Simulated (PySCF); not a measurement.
**TcSCl₂, quartet: molecular constants**

All numbers come from UPBE0 in PySCF with Tc def2-SVP with ECP28, S def2-SVP, Cl def2-SVP; scalar-relativistic core potentials, no spin–orbit coupling; density-fitted integrals.

The structure is a minimum.

```xyz
4
charge 0 multiplicity 4, angstrom
Tc    0.0000    0.0000   -0.0163
S     0.0000    0.0000    2.0607
Cl    2.0532    0.0000   -0.9184
Cl   -2.0532    0.0000   -0.9184
```

| Item | Value |
| --- | --- |
| Point group | C2v |
| Bond lengths | Tc–Cl 2.243 Å (×2), Tc–S 2.077 Å |
| Bond angles | Cl–Tc–Cl 132.6°, Cl–Tc–S 113.7° (×2) |
| Zero-point energy | 10.3 kJ/mol |
| Dipole moment | 0.02 D |
| Spin squared ⟨S²⟩ | 3.805 |
| Lowest empty level (α) | -4.00 eV |
| Enthalpy at 298.15 K above 0 K | 17.63 kJ/mol |
| Highest occupied level (α) | -7.10 eV |
| Atomisation energy without zero-point energy | 1146 kJ/mol |
| Rotational symmetry number | 2 |
| Heat capacity Cp at 298.15 K | 74.3 J/(mol K) |
| Principal quadrupole moments (Buckingham, traceless) about the centre of mass | -3.92, 0.83, 3.09 D Å |
| Entropy at 298.15 K and 1 bar (electronic part: spin only) | 352.5 J/(mol K) |
| Principal polarisabilities | 41.1, 82.3, 89.1 bohr³ |
| Rotational constants | 0.08655, 0.05718, 0.03443 cm⁻¹ |

Harmonic modes (masses in u: Tc 98.907, S 31.972, Cl 34.969):
```csv
symmetry,ω (cm⁻¹),IR (km/mol),μ (u),type
b1,80,5.7,51.01,bend
a1,106,0.2,39.37,bend
b2,140,0.5,35.50,bend
a1,376,17.3,35.97,stretch
b2,443,82.6,47.27,stretch
a1,569,37.6,39.27,stretch
```

In C2v the vibrations span b1 + 3a1 + 2b2. Here b1 is antisymmetric to the molecular plane and b2 lies in it.

Charges (e):
```csv
atom,Mulliken,Löwdin,polar tensor,spin (Mulliken),Mayer order to Tc1
Tc1,0.39,-0.65,1.23,2.76,–
S2,-0.03,0.33,-0.31,0.10,2.20
"Cl3,4",-0.18,0.16,-0.46,0.07,1.17
```

Mulliken populations on Tc1 (electrons outside its core potential): s 2.45, p 6.55, d 5.59, f 0.02.

Outer orbital energies (eV). α occupied: -11.13, -10.07, -9.94, -9.81, -8.82, -8.64, -8.12, -7.10; empty: -4.00, -3.58, 0.04, 0.12. β occupied: -11.47, -10.74, -10.09, -10.06, -9.79, -9.67, -8.89, -8.72; empty: -3.75, -3.60, -3.33, -3.13.

Formally Tc is in oxidation state +4, d3, with 3 unpaired electrons (the high-spin count). The Mulliken spin on Tc is 2.76. The polar-tensor charge on Tc, 1.23, is far below the formal one.

This need not be the most stable arrangement of these atoms. With open d or f shells other occupations or spin states may lie lower.

The final relaxation and frequency run took roughly 120 core-seconds on a shared host.
